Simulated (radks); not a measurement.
Problem. Species: Lu4+. Configuration: [Xe] 4f13 (the NIST ground configuration). All-electron calculation, non-relativistic Kohn-Sham, LDA (Slater exchange, Perdew-Wang correlation), spin-unpolarised, spherical densities, point nucleus; relativity is left out, which matters for an element this heavy. Program: a radial shooting solver on a logarithmic mesh with Libxc functionals. Some entries of the table are withheld. Estimate them.

| orbital | occ. | eigenvalue (hartree) | r(max) (bohr) | <r^2> (bohr^2) |
|---|---|---|---|---|
| 1s | 2 | -2148.705 | 0.01417 | 0.0006095 |
| 2s | 2 | (1) | 0.07730 | (2) |
| 2p | 6 | -336.1722 | 0.06003 | 0.007092 |
| 3s | 2 | -80.33517 | 0.2132 | 0.06063 |
| 3p | 6 | -73.41025 | 0.2011 | 0.05622 |
| 3d | 10 | (3) | 0.1590 | 0.04401 |
| 4s | 2 | -16.92081 | 0.4816 | 0.3015 |
| 4p | 6 | (4) | 0.4835 | 0.3145 |
| 4d | 10 | -8.94040 | 0.4823 | 0.3480 |
| 5s | 2 | -3.47797 | 1.118 | 1.717 |
| 5p | 6 | -2.67180 | 1.208 | 2.095 |
| 4f | 13 | -2.35810 | 0.4565 | 0.5493 |

Solution. 
(1) 2s eigenvalue (hartree): -351.2368
(2) 2s <r^2> (bohr^2): 0.009581
(3) 3d eigenvalue (hartree): -60.46165
(4) 4p eigenvalue (hartree): -14.08524
